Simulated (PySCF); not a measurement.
**Which determinant of SbO⁺ lies lowest?**

Unrestricted PBE0; Sb def2-TZVPPD with ECP28, O def2-TZVPPD; scalar-relativistic core potentials (PySCF 2.14). Outer shells of the fragments: Sb+ 4d10 5s2 5p2; O 2s2 2p4.

Followed along the bond (rough minima from three points):

| 2Ms+1 | unpaired | ⟨S²⟩ at the start | R at minimum (Å) | Te (eV) |
| --- | --- | --- | --- | --- |
| 1 | none | 0.00 | 1.76 | 0.00 |
| 3 | π ↑↑ | 2.01 | 1.96 | 2.17 |
| 3 | π ↑↑ | 2.01 | 1.97 | 2.51 |
| 1 | π ↑↓ | 1.01 | 1.97 | 2.59 |
| 5 | π ↑↑↑↑ | 6.01 | none in the scan | ≤ 4.38 |

Solutions found at the starting distance of 2.065 Å, counted from the lowest of them; the search is not exhaustive and high or unbound solutions are not listed, so other states can lie among these:

```tsv
2Ms+1	unpaired	term	E (eV)	⟨S²⟩	⟨Lz²⟩	μ (D)
1	none	¹Σ⁺	0.00	0.00	0.00	-4.11
3	π ↑↑	mixed	0.79	2.01	2.01	-2.17
3	π ↑↑	mixed	1.11	2.01	2.01	-2.35
1	π ↑↓	mixed	1.18	1.01	2.02	-2.43
3	σ ↑, π ↑	³Π	2.14	2.03	1.03	-3.08
1	σ ↓, π ↑	mixed	2.26	1.11	1.01	-2.89
5	π ↑↑↑↑	⁵Σ⁺	3.36	6.01	0.00	1.92
5	σ ↑, π ↑↑↑	⁵Π	3.64	6.01	1.00	0.09
3	σ ↑, π ↑	³Π	3.98	2.04	1.02	-1.70
1	σ ↓, π ↑	mixed	4.18	1.13	1.01	-1.58
1	π ↑↑↓↓	mixed	4.49	2.01	4.03	1.92
3	σ ↑↑	³Σ⁺	4.68	2.06	0.00	-2.24
5	σ ↑, π ↑↑↑	⁵Π	5.66	6.01	1.00	2.06
5	σ ↑↑, π ↑↑	mixed	5.77	6.01	2.01	0.62
```

A term symbol is given only where ⟨S²⟩ and ⟨Lz²⟩ are close to those of a pure state; real π, δ and φ orbitals otherwise mix terms. A positive dipole points towards O; it is taken about the centre of mass and depends on that origin.

**Question.** Compare the gap between the two lowest followed solutions at the starting distance with the gap between their minima.

**Answer.** At PBE0 the second solution (triplet, unpaired electrons π ↑↑) lies +0.79 eV from the first (singlet, closed shell) at 2.065 Å and +2.17 eV at the minima; the two curves relax by different amounts, since their minima lie near 1.96 and 1.76 Å.

Spin–orbit coupling is left out.
